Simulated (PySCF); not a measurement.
Gas-phase reaction: 2 MoO₂Cl₂ + 6 O ⇌ Mo₂O₆ + 4 ClO

Computed with PySCF (xtb for GFN2) and rigid-rotor harmonic-oscillator thermochemistry at 1 bar. † marks an energy on the PBE0/def2-TZVP geometry and frequencies; other levels use their own. Open shells (unrestricted): O (multiplicity 3), ClO (multiplicity 2); the rest are closed-shell singlets. GFN2 has no spin-polarisation term. Spin-orbit splitting is ignored; it lowers the true energy and changes the entropy of O, ClO. Mo: scalar-relativistic def2 core potential, no spin-orbit coupling.

GFN2-xTB gives ΔH°(298 K) = -2769 kJ.

Q: What do r2SCAN/def2-TZVP†, M06-2X/def2-TZVP†, BLYP/def2-TZVP† give?

A: r2SCAN/def2-TZVP†: -1051 kJ; M06-2X/def2-TZVP†: -956 kJ; BLYP/def2-TZVP†: -1182 kJ. For scale, ΔH°(298 K) is -2769 kJ at this level, -996 kJ at ωB97M-V/def2-TZVP†, and runs from -2769 to -870 kJ over the 13 levels computed († marks an energy on the PBE0/def2-TZVP geometry).
